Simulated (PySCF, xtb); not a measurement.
Al(Me)(NCO)(OH) (C₂H₄AlNO₂), SMILES [CH3][Al]([OH])[N]=C=O. The values are those of a single conformer.

Harmonic wavenumbers (cm⁻¹) from xtb with GFN2-xTB at its own minimum, in rising order: 46, 52, 76, 135, 189, 227, 365, 451, 461, 516, 523, 620, 623, 669, 921, 1276, 1437, 1447, 1473, 2486, 2972, 2982, 2986, 3773.

What does PySCF with PBE-D3(BJ)/def2-SVP give at its own minimum? (The exact figures need the calculation; the answer reports its results.)

37, 59, 87, 172, 221, 229, 387, 478, 579, 594, 605, 650, 653, 712, 872, 1170, 1376, 1378, 1449, 2376, 2975, 3066, 3087, 3812. Paired by order, the mean absolute difference is 49 cm⁻¹ and the zero-point energies are 38.2 and 38.6 kcal/mol.
